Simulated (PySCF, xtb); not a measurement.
CH₄O₂, SMILES OCO.

GFN2-xTB (xtb) at its own geometry gives an orbital gap of 13.75 eV and a dipole moment of 0.51 D.

Geometry optimised at B3LYP-D3(BJ)/def2-TZVP. Other conformers were not sampled.

What does PBE/def2-TZVPD in PySCF give? (The exact figures need the calculation; the answer reports its results.)

gap 6.17 eV (levels -6.69 and -0.52 eV), dipole 0.14 D.
